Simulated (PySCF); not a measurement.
## What an electron can do to InH

PBE0 in PySCF with def2-TZVP on every atom (core potentials on In), for the lowest determinant that a PBE0 search found; no spin–orbit coupling.

| species | state (unpaired electrons) | Re (Å) | ωe (cm⁻¹) | energy of the minimum from the neutral (eV) | De (eV) | dissociates to |
| --- | --- | --- | --- | --- | --- | --- |
| InH | singlet (closed shell) | 1.850 | 1463 | 0.00 | 2.62 | In + H |
| InH⁺ | doublet (σ ↑) | 1.848 | 1085 | 7.92 | 0.32 | In⁺ + H |

Problem. Work out the lowest energy to break InH into atoms, from its vibrational ground state.

Solution. D0 = De − ωe/2 = 2.62 − 0.09 = 2.53 eV (PBE0/def2-TZVP).

Problem. Work out the ionisation energy of the In atom at this level and the threshold of dissociative ionisation.

Solution. IE(In) = 7.92 + 0.32 − 2.62 = 5.62 eV, so In⁺ + H + e⁻ appears at D0 + IE(In) = 8.15 eV (PBE0/def2-TZVP). The measured IE(In) is 5.786 eV (NIST ASD).

These are thermodynamic thresholds; the onsets seen under electron impact lie higher where the geometry changes, and cross-sections peak well above them.

Weak bonds: InH⁺. Basis-set superposition, not corrected here, can be much of De in a small basis, most of all at correlated wavefunction levels. Functionals without a dispersion term scatter widely for such bonds, and LDA overbinds them. These are scalar-relativistic numbers at best; spin–orbit coupling would shift them, the dissociation energy most. For an ion De counts to the pair picked by the measured ionisation energies or electron affinities, which need not be the lowest pair at this level. States were picked by a PBE0 search and need not be the measured ground states.
